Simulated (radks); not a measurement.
Question: Valence configurations of Co I (all share [Ar]). All-electron calculation, scalar-relativistic Kohn-Sham, r2SCAN, spin-polarised, spherical densities, finite nucleus; open shells are filled with parallel spins first; meta-GGA in the generalised Kohn-Sham scheme; Fermi nuclear charge, rms radius 3.7875 fm. Program: a radial shooting solver on a logarithmic mesh with Libxc functionals. Order these by energy: 3d8 4s1; 3d6 4s2 4p1; 3d5 4s2 4p2; 3d7 4p2; 3d5 4s1 4p3; 3d6.5 4p2.5; 3d7 4s2; 3d9; 3d7 4s1.5 4p0.5; 3d6.5 4s2 4p0.5.

Answer: From the lowest, in eV above it: 3d8 4s1 0.000; 3d7 4s2 0.060; 3d7 4s1.5 4p0.5 1.895; 3d9 2.427; 3d6.5 4s2 4p0.5 2.954; 3d6 4s2 4p1 6.771; 3d7 4p2 8.053; 3d6.5 4p2.5 11.251; 3d5 4s2 4p2 17.480; 3d5 4s1 4p3 19.685. NIST lists [Ar] 3d7 4s2 as the ground configuration; this level of theory puts 3d8 4s1 lower, by 0.060 eV. The energies are those of spherical high-spin densities, not of single terms.
